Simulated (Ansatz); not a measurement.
Species: SiH2F, charge 0, doublet. SiH2F (SMILES F[SiH2], doublet).
B3LYP-D3(BJ)/def2-TZVP minimum from Ansatz (a quantum-chemistry and plane-wave program):
```xyz
4

Si    -0.3164    -0.2764     0.3497
F      0.5111     0.6662    -0.6609
H     -0.7625    -1.4737    -0.4111
H      0.5929    -0.6528     1.4645
```
Charge 0, spin multiplicity 2.

Total energies in cc-pV(D+d)Z, 13 correlated electrons, 6 frozen orbitals. Radicals and triplets start from unrestricted determinants; spin-orbit coupling is neglected. Cores are frozen in correlated methods. No relativity.

```
method    program  energy (Eh)  minus CCSDTQ (mEh)
--------  -------  -----------  ------------------
HF         Ansatz   -389.54804              298.08
MP2        Ansatz   -389.82009               26.03
CCSD       Ansatz   -389.84019                5.93
CCSD(T)    Ansatz   -389.84503                1.09
CCSDT(Q)   Ansatz   -389.84616               -0.04
CCSDTQ     Ansatz   -389.84612                0.00
```

Rough core times of Ansatz's runs on a shared machine: CCSD(T) under 20 s, CCSDT(Q) 90 s, CCSDTQ 2 h.
